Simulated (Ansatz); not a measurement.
Consider the isomerisation: `N=C=C[SiH2][GeH3]` → `[SiH3]/N=[C]1/[CH2][GeH2]1`.

Gas-phase electronic energies from Ansatz, PBE0-D4/def2-TZVP geometries. CCSD(T)/CBS is the MP2 limit (def2-TZVPP, def2-QZVPP) plus CCSD(T) − MP2 in def2-TZVPP, frozen cores. DFT in def2-TZVPP. B3LYP here is the variant with VWN-RPA as its local correlation; programs differ in this. For Ge outer-core shells are correlated without core-valence functions, which leaves a few kJ/mol of doubt a bond. Scalar relativity is left out up to krypton. One conformer a species, not always the lowest.

`N=C=C[SiH2][GeH3]`:

```xyz
12

N    -3.181    0.122    0.882
C    -2.215    0.014    0.155
C    -1.196    0.027   -0.665
Si    0.366    0.917   -0.222
Ge    2.180   -0.614   -0.025
H    -3.304   -0.569    1.616
H    -1.287   -0.523   -1.596
H     0.153    1.615    1.073
H     0.705    1.925   -1.265
H     3.508    0.114    0.254
H     2.345   -1.420   -1.327
H     1.926   -1.610    1.120
```

`[SiH3]/N=[C]1/[CH2][GeH2]1`:

Z-matrix (Å, degrees):
```
Si
N 1 1.743
H 1 1.492 2 111.5
H 1 1.484 2 108.0 3 121.2
H 1 1.484 2 108.0 3 -120.8
C 2 1.245 1 123.8 3 0.4
Ge 6 1.972 2 151.0 1 17.1
C 6 1.475 2 138.3 1 173.5
H 7 1.528 6 119.8 2 63.8
H 7 1.528 6 123.7 2 -106.2
H 8 1.090 6 114.1 2 87.3
H 8 1.088 6 117.6 2 -48.4
```

| level | ΔE (kJ/mol) | difference from CCSD(T)/CBS |
| --- | --- | --- |
| PBE-D4 | 79.4 | 12.9 |
| r2SCAN-D4 | 82.2 | 15.7 |
| PBE0-D4 | 80.7 | 14.2 |
| B3LYP-D4 | 83.8 | 17.3 |
| ωB97X-V | 77.7 | 11.2 |
| ωB97M-V | 77.8 | 11.3 |
| B2PLYP | 78.5 | 12.0 |
| PBE | 81.1 | 14.6 |
| r2SCAN | 82.4 | 15.9 |
| PBE0 | 82.0 | 15.5 |
| B3LYP | 86.7 | 20.2 |
| HF/def2-TZVPP | 101.3 | 34.8 |
| MP2/def2-TZVPP | 62.7 | -3.8 |
| SCS-MP2/def2-TZVPP | 66.7 | 0.2 |
| CCSD/def2-TZVPP | 75.6 | 9.1 |
| CCSD(T)/def2-TZVPP | 71.2 | 4.7 |
| HF/def2-QZVPP | 100.2 | 33.7 |
| MP2/def2-QZVPP | 59.6 | -6.9 |
| SCS-MP2/def2-QZVPP | 64.1 | -2.4 |
| HF/CBS(def2) | 100.1 | 33.6 |
| MP2/CBS(def2) | 58.0 | -8.5 |
| CCSD/CBS(def2) | 71.0 | 4.5 |
| CCSD(T)/CBS | 66.5 | 0 |

Largest T1 diagnostic among the species: 0.014.

In def2-TZVPP, CCSD(T) changes the Hartree–Fock value by −30.2 kJ/mol (the triples alone add −4.5 kJ/mol) and MP2 by −38.7 kJ/mol.
